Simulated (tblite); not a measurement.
Species: C3H8AsGaO.
Bonds: C1–C2 (double), C2–C3, C3–As4, As4–Ga5, Ga5–O6, C2–O6. Hydrogens: H7, H8 on C1; H9, H10 on C3; H11, H12 on As4; H13, H14 on Ga5.
Bond orders are those of one Lewis drawing.

Computed with GFN2-xTB (tblite), gas phase: L-BFGS steps from a force-field or distance-geometry start until the largest atomic force falls under 0.01 eV/Å.

Step 0: E = -491.9691 eV
```
atom  x, y, z in Å  |  force x, y, z in eV/Å
C1     -1.8208   -1.0746    0.5565    0.263   0.962  -0.404
C2     -0.7997   -0.7141   -0.2329    0.638  -0.696  -0.574
C3     -0.7528    0.6914   -0.7675   -0.351   0.794   1.176
As4     0.6981    1.4123    0.3861    1.301  -1.043  -0.092
Ga5     1.9303   -0.7021   -0.1389    0.223  -0.807  -0.113
O6      0.2862   -1.4400   -0.6403   -0.760   0.311   0.772
H7     -2.5641   -0.2844    0.7234    0.150  -0.718   0.081
H8     -1.9553   -2.0339    0.9965    0.041  -0.263   0.052
H9     -1.7016    1.2020   -0.5865   -0.076   0.134  -0.312
H10    -0.4236    0.7448   -1.7966    0.098   0.013  -0.289
H11     1.3823    2.6347   -0.2123   -0.867   0.358   0.572
H12     0.2838    1.4684    1.8661   -0.295   0.815  -0.821
H13     2.4955   -1.3897    1.1739   -0.098   0.137  -0.248
H14     2.9410   -0.5153   -1.3498   -0.267   0.003   0.201
```

Question: Estimate the geometry and energy of step 1. (The exact step hangs on the optimiser's Hessian estimate; all steps are aligned on step 0, rigid shifts and turns removed.)

Answer: E = -492.1109 eV, largest force 1.377 eV/Å
```
atom  x, y, z in Å  |  force x, y, z in eV/Å
C1     -1.8171   -1.0608    0.5507    0.356  -0.122  -0.092
C2     -0.7906   -0.7240   -0.2411   -0.146   0.101  -0.195
C3     -0.7578    0.7027   -0.7507    0.311   0.420   0.353
As4     0.7167    1.3974    0.3848    1.069  -0.865  -0.069
Ga5     1.9335   -0.7136   -0.1405    0.195  -0.792  -0.141
O6      0.2754   -1.4355   -0.6293   -0.078  -0.131   0.458
H7     -2.5619   -0.2947    0.7246   -0.059  -0.363   0.077
H8     -1.9548   -2.0376    0.9973    0.112   0.254  -0.194
H9     -1.7027    1.2039   -0.5909   -0.288   0.261  -0.170
H10    -0.4222    0.7450   -1.8008   -0.071   0.058   0.249
H11     1.3699    2.6398   -0.2041   -0.835   0.320   0.559
H12     0.2796    1.4800    1.8544   -0.250   0.777  -0.793
H13     2.4941   -1.3877    1.1703   -0.077   0.090  -0.194
H14     2.9372   -0.5153   -1.3469   -0.238  -0.008   0.154
```

The energy changes by -0.1418 eV. The first-order estimate −F·Δx gives -0.1850 eV and the mean of the old and new forces, exact on a quadratic surface, -0.1415 eV. The step makes an angle of 0° with the force vector and moves no atom by more than 0.024 Å.

What follows is the cost of the whole relaxation. Hardware: an Arm Neoverse V2 with one thread, on a shared host. Cost: 0.36 s.
